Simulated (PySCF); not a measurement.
## Diatomics of I with the alkali metals

PBE0 with triple-zeta basis sets in PySCF, for the lowest determinant that a PBE0 search found; no spin–orbit coupling. De refers to high-spin ground-configuration atoms. A positive dipole means M(−)I(+).

```tsv
M	basis	state (unpaired electrons)	Re (Å)	ωe (cm⁻¹)	De (eV)	μ (D)
Li	def2-TZVPP	singlet (closed shell)	2.390	501	3.67	-7.22
Na	def2-TZVPP	singlet (closed shell)	2.714	256	3.23	-8.93
K	def2-TZVPP	singlet (closed shell)	3.071	183	3.43	-11.06
Rb	def2-TZVPP	singlet (closed shell)	3.230	134	3.38	-11.75
Cs	def2-TZVPP	singlet (closed shell)	3.326	117	3.59	-11.51
```

By what factor does the bond length vary along the series?

At PBE0 it runs from 2.390 Å (LiI) to 3.326 Å (CsI), a factor of 1.39.

Down a group the atoms grow and get heavier, so bonds lengthen and wavenumbers fall; this series shows no clear exception.

These are scalar-relativistic numbers at best; spin–orbit coupling would shift them, the dissociation energy most.
